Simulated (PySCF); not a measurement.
## Dipole response of Tc (technetium, neutral)

[Kr] 4d7, high-spin 4F determinant (an excited configuration). All numbers are calculated (PySCF 2.14, the non-relativistic Hamiltonian (point nucleus), in dyall-av2z). Coupled (time-dependent) response in atomic units; α is the mean over directions. A double-zeta set is small for polarisabilities.

```
method  mean α (bohr³)         α xx, yy, zz  C₆ (like pair)  S(−4)
   UHF           37.15  37.15, 37.15, 37.15           231.7   2894
   PBE           52.72  52.68, 52.68, 52.78           328.9   6625
```

S(−4) is the Cauchy moment in α(ω) = α(0) + S(−4) ω² + …

Spin-orbit coupling is absent.

α(iu) at UHF:

```csv
u (hartree),α(iu) (bohr³)
0,37.15
0.0500,31.94
0.100,25.05
0.200,17.22
0.300,13.56
0.500,9.921
0.750,7.309
1.00,5.556
1.50,3.450
2.00,2.326
3.00,1.250
5.00,0.5266
```

A single London oscillator, α(iu) = α/(1 + u²/ω²), gives C₆ = (3/4) ω α². Matching the computed C₆ needs ω = 4 × 231.7 / (3 × 37.15²) = 0.224 hartree.

The components differ because the open shell of this determinant is not spherical; for a pure term their mean is the scalar polarisability.

A non-relativistic calculation at this Z misses sizeable relativistic shifts.
